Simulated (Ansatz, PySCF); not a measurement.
Pair of molecules: H2O (SMILES O) (first 3 atoms) with HBr (SMILES Br); geometry from B3LYP-D3(BJ)/def2-TZVP.
(charge 0, multiplicity 1):
```xyz
5

O     -0.18191     0.39201     0.47091
H      0.73984     0.47377     0.20091
H     -0.50178     1.29184     0.60204
Br    -0.45063    -1.38061     3.26175
H     -0.36533    -0.64375     2.01826
```

Basis-set superposition error: the interaction energy with monomers in their own basis, and in the dimer's basis (counterpoise).

Programs: Ansatz (a first-principles code); PySCF for 6-31G* rows. Each number belongs to the level named beside it.

```csv
level,uncorrected (kJ/mol),counterpoise (kJ/mol),difference
HF/aug-cc-pVTZ,-9.9,-9.6,0.2
SVWN5/def2-TZVPPD,-38.3,-37.8,0.5
revPBE/def2-TZVPPD,-14.8,-14.3,0.5
B3LYP/6-31G*,-33.3,-26.8,6.5
CAM-B3LYP/def2-TZVPPD,-20.7,-20.3,0.4
wB97M-V/def2-TZVPPD,-20.4,-20.0,0.4
MP2/aug-cc-pVTZ,-22.2,-19.9,2.2
CCSD/aug-cc-pVTZ,-18.0,-15.9,2.1
CCSD(T)/aug-cc-pVDZ,-20.6,-15.6,5.0
CCSD(T)/aug-cc-pVTZ,-20.0,-17.7,2.2
```

The error is largest for B3LYP/6-31G* (6.5 kJ/mol) and smallest for HF/aug-cc-pVTZ (0.2 kJ/mol).
